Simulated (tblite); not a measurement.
C₆H₁₃FSi.
Z-matrix (Å and degrees, GFN2-xTB geometry), rows numbered from 1:
```
F 
C   1  1.3752
C   2  1.5296  1  111.00
C   3  1.5317  2  109.98  1   -60.37
C   4  1.5270  3  113.57  2  -168.34
C   5  1.5276  4  112.64  3   -69.88
Si  6  1.8988  5  110.43  4    57.06
C   3  1.5288  2  110.07  1    63.52
H   2  1.0954  1  106.38  3   121.26
H   2  1.0955  1  106.36  3  -121.72
H   3  1.0964  2  106.44  1  -178.10
H   4  1.0922  3  108.90  2    69.39
H   4  1.0938  3  108.57  2   -47.43
H   5  1.0940  4  108.59  3   168.69
H   5  1.0933  4  109.10  3    52.01
H   6  1.0905  5  109.35  4  -179.89
H   6  1.0917  5  108.80  4   -63.95
H   7  1.4705  6  110.07  5    73.89
H   7  1.4654  6  111.99  5  -163.26
H   8  1.0914  3  108.39  2   -57.46
H   8  1.0912  3  109.22  2    58.22
```

Level: GFN2-xTB in tblite, geometry and Hessian alike; calculated harmonic values, unscaled, isolated species. The method is semi-empirical: single wavenumbers can be off by several per cent or more. Modes of hydrogen on silicon can be 10 to 20 % off. One conformer, not necessarily the lowest.

Harmonic wavenumbers (cm⁻¹): 88.3, 99.2, 131.3, 216.0, 269.1, 305.6, 322.1, 362.1, 439.0, 503.7, 555.4, 605.2, 649.7, 699.2, 769.5, 776.4, 795.6, 813.0, 857.9, 902.3, 938.4, 959.1, 993.8, 1016.0, 1068.5, 1083.6, 1123.0, 1137.0, 1190.0, 1197.3, 1218.7, 1245.4, 1256.8, 1295.3, 1305.1, 1328.8, 1339.4, 1354.4, 1366.9, 1452.3, 1477.8, 1480.5, 1491.7, 1503.4, 2204.7, 2245.9, 2919.8, 2934.1, 2943.4, 2944.1, 2956.2, 2965.7, 2971.6, 2975.0, 2986.4, 2988.6, 2991.0.

A = 2813, B = 1115, C = 905.4 MHz; mass 132.077 u (most abundant isotopes); point group C1, symmetry number 1.

Q: What is the zero-point energy?

A: ½Σν̃ = 38505 cm⁻¹ = 460.62 kJ/mol.

Q: Give the ideal-gas entropy at 400 K and 1 bar in the rigid-rotor, harmonic-oscillator model (classical rotation).

A: Translation 175.87, rotation 125.49, vibration 138.80: S = 440.2 J/(mol K).

Q: And Cp and H(400 K) − H(0)?

A: Cp = 205.89 J/(mol K), of which vibrations give 172.64 (their classical limit is 57 R = 473.9); H(400 K) − H(0) = 44.87 kJ/mol without the zero-point energy, 31.57 from vibrations.

Q: Blend soft modes into free rotors: weight 1/[1 + (100 cm⁻¹/ν̃)⁴] for the oscillator and the rest for a rotor with moment μB/(μ + B), μ = h/(8π²ν), B = 10⁻⁴⁴ kg m². What vibrational entropy results?

A: 133.66 J/(mol K) in place of 138.80, which changes −T·S at 400 K by +2.06 kJ/mol.

Q: What must be added to the electronic energy to get the Gibbs energy at 400 K and 1 bar?

A: ZPE + [H(400 K) − H(0)] − T·S = 460.62 + 44.87 − 176.06 = 329.43 kJ/mol.

Q: Which modes carry the vibrational entropy at 400 K?

A: 88.3 cm⁻¹: 17.89; 99.2 cm⁻¹: 16.93; 131.3 cm⁻¹: 14.63; 216.0 cm⁻¹: 10.62; 269.1 cm⁻¹: 8.90; 305.6 cm⁻¹: 7.93 J/(mol K); the other 51 give 61.90 together.

Q: How do the functions run with temperature in this model?

A: 
| T (K) | S (J/(mol K)) | Cp (J/(mol K)) | H − H(0) (kJ/mol) | G − H(0) (kJ/mol) | ln q(vib) |
| --- | --- | --- | --- | --- | --- |
| 100 | 276.3 | 66.9 | 4.71 | -22.92 | 0.87 |
| 200 | 335.1 | 108.6 | 13.44 | -53.59 | 2.75 |
| 300 | 388.2 | 157.2 | 26.68 | -89.77 | 4.89 |
| 500 | 490.8 | 248.3 | 67.65 | -177.75 | 9.62 |
| 800 | 628.7 | 337.5 | 156.73 | -346.25 | 17.04 |
| 1000 | 708.4 | 375.9 | 228.28 | -480.11 | 21.83 |

q(vib) and H(0) count from the zero-point level.

Hindered rotation and anharmonicity are outside this model. Other conformers, if any are populated, would add a mixing term that is left out. The structure is chiral; the term R ln 2 for an equal mix with its mirror image is left out.
